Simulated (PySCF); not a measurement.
Be (beryllium, neutral) across methods

[He] 2s1 2p1, high-spin 3P determinant (an excited configuration). Computed with PySCF 2.14 in aug-cc-pVTZ (5s4p3d2f, 46 functions), with no relativity, point nucleus.

```json
{"method": "MN15", "E (hartree)": "-14.5525", "mean ε 1s β (eV)": "-111.61", "mean ε 2s α (eV)": "-7.790", "mean ε 2p α (eV)": "-3.658", "Σ⟨r²⟩ (bohr²)": "20.02", "⟨S²⟩": "2.000"}
{"method": "PBE", "E (hartree)": "-14.5438", "mean ε 1s β (eV)": "-106.49", "mean ε 2s α (eV)": "-6.583", "mean ε 2p α (eV)": "-3.121", "Σ⟨r²⟩ (bohr²)": "18.74", "⟨S²⟩": "2.000"}
{"method": "r2SCAN", "E (hartree)": "-14.5699", "mean ε 1s β (eV)": "-108.87", "mean ε 2s α (eV)": "-6.834", "mean ε 2p α (eV)": "-3.268", "Σ⟨r²⟩ (bohr²)": "18.45", "⟨S²⟩": "2.000"}
{"method": "PBE0", "E (hartree)": "-14.5518", "mean ε 1s β (eV)": "-112.17", "mean ε 2s α (eV)": "-7.712", "mean ε 2p α (eV)": "-4.057", "Σ⟨r²⟩ (bohr²)": "18.47", "⟨S²⟩": "2.000"}
{"method": "B3LYP", "E (hartree)": "-14.5820", "mean ε 1s β (eV)": "-111.43", "mean ε 2s α (eV)": "-7.357", "mean ε 2p α (eV)": "-3.806", "Σ⟨r²⟩ (bohr²)": "18.48", "⟨S²⟩": "2.000"}
{"method": "BHandHLYP", "E (hartree)": "-14.5727", "mean ε 1s β (eV)": "-118.15", "mean ε 2s α (eV)": "-8.561", "mean ε 2p α (eV)": "-4.794", "Σ⟨r²⟩ (bohr²)": "18.30", "⟨S²⟩": "2.000"}
{"method": "LDA", "E (hartree)": "-14.3579", "mean ε 1s β (eV)": "-105.16", "mean ε 2s α (eV)": "-6.567", "mean ε 2p α (eV)": "-3.067", "Σ⟨r²⟩ (bohr²)": "19.07", "⟨S²⟩": "2.000"}
{"method": "M06-2X", "E (hartree)": "-14.5644", "mean ε 1s β (eV)": "-117.71", "mean ε 2s α (eV)": "-8.657", "mean ε 2p α (eV)": "-4.579", "Σ⟨r²⟩ (bohr²)": "18.76", "⟨S²⟩": "2.000"}
{"method": "UHF", "E (hartree)": "-14.51337", "mean ε 1s β (eV)": "-128.56", "mean ε 2s α (eV)": "-10.783", "mean ε 2p α (eV)": "-6.685", "Σ⟨r²⟩ (bohr²)": "18.33", "⟨S²⟩": "2.000"}
```
